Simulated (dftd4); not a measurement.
Cl, charge -1, singlet; dftd4 with D4 for bp86.

dftd4 was given this input:
```
$ dftd4 mol.xyz --func bp86 --charge -1 --json dftd4.json --noedisp --grad

# file mol.xyz
1

Cl     0.00000000     0.00000000     0.00000000
```

What the program printed (banner, timings and long lists left out):

```
                    ____  _____ _____     ____  _  _
      -------------|  _ \|  ___|_   _|---|  _ \| || |------------
     |             | | | | |_    | | ___ | | | | || |_           |
     |             | |_| |  _|   | ||___|| |_| |__   _|          |
     |             |____/|_|     |_|     |____/   |_|            |
     |             ===================================           |
     |            E. Caldeweyher, S. Ehlert & S. Grimme          |
     |          Mulliken Center for Theoretical Chemistry        |
     |                    University of Bonn                     |
      -----------------------------------------------------------

Rational (Becke-Johnson) damping: bp86-D4-ATM
---------------------
  s6         1.0000
  s8         3.3550
  s9         1.0000
  a1         0.4365
  a2         4.9241
 alp        16.0000
--------------------

Dispersion energy:       0.0000000000000E+00 Eh

Gradient norm:           0.0000000000000E+00 Eh/a0
--------------------------------------------------
     #    Z           dE/dx      dE/dy      dE/dz
--------------------------------------------------
     1   17 Cl    0.000E+00  0.000E+00  0.000E+00
--------------------------------------------------

Virial:
--------------------------------------------------
      component           x          y          z
--------------------------------------------------
          x       0.000E+00  0.000E+00  0.000E+00
          y       0.000E+00  0.000E+00  0.000E+00
          z       0.000E+00  0.000E+00  0.000E+00
--------------------------------------------------

[Info] Dispersion results written to 'dftd4.txt'
[Info] JSON dump of results written to 'dftd4.json'
```
